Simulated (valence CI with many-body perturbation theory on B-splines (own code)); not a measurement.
# E1 transitions of Cr IV

Calculated by relativistic CI+MBPT: three valence electrons over a frozen Dirac-Fock core [Ar], radial functions for each j: 7 s, 7 p, 8 d, 6 f, 4 g, 1 h, with the one-electron correlation potential Σ1, the two-electron term Σ2, the three-electron term Σ3, Breit, model QED; selected CI, second order for the rest, scaled by the run's own slope (own B-spline code, finite nucleus).

Against 66 measured levels this calculation errs by 1294 cm⁻¹ on average and by 2161 at most. These come from a selection out of Sugar and Corliss, J. Phys. Chem. Ref. Data 6, 317 (1977). Levels without a partner in it may be off by more, other configurations by 1,000 to 8,000 cm⁻¹. The list stops below the first excitations out of the core.

Lines 1 to 50 of 600 in falling wavelength, among levels below 265285 cm⁻¹, chosen from the strongest by gf and those to the six lowest levels. Wavelengths and rates use the calculated energies, so an error of 1000 cm⁻¹ moves a line at 2724 Å by 2.7 % and its rate by three times that or more. Electric multipoles are in the length gauge, E1 and E2 with the static RPA response of the core. Weak lines are less certain than strong ones. Lines between different terms over intervals too small for the method are left out, as are lines whose strength nearly cancels. Where a level lies close to another of its J and parity, the split of strength between their lines is uncertain.

Names give the largest LS component (configuration and term), which can be under half, so a name can repeat, a term be missing and a line seem to break the LS rules; names also repeat where a configuration has a term twice. Letters in brackets count levels of one name in rising energy.

```tsv
λ vac (Å)	λ from measured levels	Upper	Lower	A (s⁻¹)	S (a.u.)
2724	2662	3d2 4p 2D°_5/2 [a]	3d2 4s 2P_3/2	2.37e+07	1.42e+00
2328	2317	3d2 4p 2S°_1/2	3d2 4s 2P_3/2	2.03e+08	2.52e+00
2311	2300	3d2 4p 2S°_1/2	3d2 4s 2P_1/2	1.16e+08	1.41e+00
1993	1990	3d2 4p 2F°_7/2 [a]	3d2 4s 2F_7/2	3.44e+08	1.08e+01
1988	1986	3d2 4p 2F°_5/2 [a]	3d2 4s 2F_5/2	3.89e+08	9.05e+00
1981	1972	3d2 4p 2G°_7/2 [b]	3d2 4s 2G_7/2	4.44e+08	1.36e+01
1977		3d2 4p 2G°_9/2 [b]	3d2 4s 2G_9/2	4.67e+08	1.78e+01
1969	1968	3d2 4p 4D°_5/2 [a]	3d2 4s 2F_7/2	9.54e+07	2.15e+00
1959	1959	3d2 4p 2D°_3/2 [a]	3d2 4s 2F_5/2	2.26e+08	3.36e+00
1953	1945	3d2 4p 4S°_3/2	3d2 4s 4P_5/2	1.25e+08	1.83e+00
1947	1947	3d2 4p 4D°_7/2 [a]	3d2 4s 2F_7/2	7.01e+07	2.04e+00
1938	1929	3d2 4p 4S°_3/2	3d2 4s 4P_3/2	1.23e+08	1.77e+00
1937	1938	3d2 4p 2D°_5/2 [a]	3d2 4s 2F_7/2	3.09e+08	6.64e+00
1931	1921	3d2 4p 4S°_3/2	3d2 4s 4P_1/2	6.79e+07	9.64e-01
1930	1930	3d2 4p 4D°_3/2 [a]	3d2 4s 2F_5/2	1.71e+08	2.42e+00
1915	1904	3d2 4p 2P°_3/2 [a]	3d2 4s 4P_5/2	1.75e+08	2.43e+00
1907	1904	3d2 4p 4S°_3/2	3d2 4s 2D_5/2	1.92e+08	2.63e+00
1884	1883	3d2 4p 4G°_5/2	3d2 4s 4F_5/2	1.07e+08	2.12e+00
1877	1876	3d2 4p 4G°_7/2	3d2 4s 4F_7/2	1.29e+08	3.38e+00
1875	1874	3d2 4p 4G°_5/2	3d2 4s 4F_3/2	3.95e+08	7.71e+00
1871	1865	3d2 4p 2P°_3/2 [a]	3d2 4s 2D_5/2	2.98e+08	3.85e+00
1870	1868	3d2 4p 4G°_9/2	3d2 4s 4F_9/2	1.04e+08	3.36e+00
1864	1863	3d2 4p 4G°_7/2	3d2 4s 4F_5/2	3.90e+08	9.98e+00
1864	1855	3d2 4p 2F°_5/2 [b]	3d2 4s 2D_3/2	3.94e+08	7.55e+00
1859	1850	3d2 4p 2F°_5/2 [b]	3d2 4s 2D_5/2	8.43e+07	1.60e+00
1854	1849	3d2 4p 2P°_1/2 [a]	3d2 4s 2D_3/2	5.12e+08	3.22e+00
1853	1852	3d2 4p 4G°_9/2	3d2 4s 4F_7/2	4.36e+08	1.37e+01
1846	1843	3d2 4p 4F°_7/2	3d2 4s 4F_9/2	7.91e+07	1.96e+00
1845	1843	3d2 4p 4F°_5/2	3d2 4s 4F_7/2	1.36e+08	2.52e+00
1845	1843	3d2 4p 4F°_3/2	3d2 4s 4F_5/2	1.44e+08	1.78e+00
1842	1840	3d2 4p 4G°_11/2	3d2 4s 4F_9/2	5.57e+08	2.06e+01
1838	1838	3d2 4p 4D°_3/2 [b]	3d2 4s 4P_3/2	1.91e+08	2.34e+00
1838	1838	3d2 4p 4D°_1/2 [b]	3d2 4s 4P_1/2	4.33e+08	2.65e+00
1838	1837	3d2 4p 4D°_5/2 [b]	3d2 4s 4P_5/2	9.05e+07	1.66e+00
1837	1827	3d2 4p 2G°_9/2 [a]	3d2 4s 2F_7/2	5.37e+08	1.64e+01
1836	1834	3d2 4p 4F°_3/2	3d2 4s 4F_3/2	4.10e+08	5.01e+00
1834	1825	3d2 4p 2F°_7/2 [b]	3d2 4s 2D_5/2	4.91e+08	1.20e+01
1832	1830	3d2 4p 4F°_5/2	3d2 4s 4F_5/2	3.20e+08	5.82e+00
1831	1830	3d2 4p 4D°_3/2 [b]	3d2 4s 4P_1/2	1.85e+08	2.24e+00
1830	1827	3d2 4p 4F°_7/2	3d2 4s 4F_7/2	3.55e+08	8.59e+00
1829	1819	3d2 4p 2G°_7/2 [a]	3d2 4s 2F_5/2	5.21e+08	1.26e+01
1828	1826	3d2 4p 4F°_9/2	3d2 4s 4F_9/2	4.63e+08	1.40e+01
1824	1823	3d2 4p 4D°_5/2 [b]	3d2 4s 4P_3/2	3.07e+08	5.51e+00
1824	1822	3d2 4p 4F°_5/2	3d2 4s 4F_3/2	1.12e+08	2.01e+00
1821		3d2 4d 2P_3/2 [a]	3d2 4p 2D°_5/2 [c]	1.05e+08	1.26e+00
1817	1815	3d2 4p 4F°_7/2	3d2 4s 4F_5/2	1.44e+08	3.42e+00
1816	1809	3d2 4p 2D°_3/2 [b]	3d2 4s 4P_3/2	1.14e+08	1.34e+00
1815	1820	3d2 4p 4D°_3/2 [b]	3d2 4s 2D_3/2	1.19e+08	1.40e+00
1814	1808	3d2 4p 2D°_5/2 [b]	3d2 4s 4P_5/2	1.06e+08	1.87e+00
1813		3d2 4p 2P°_1/2 [c]	3d2 4s 2S_1/2	5.51e+08	3.24e+00
```
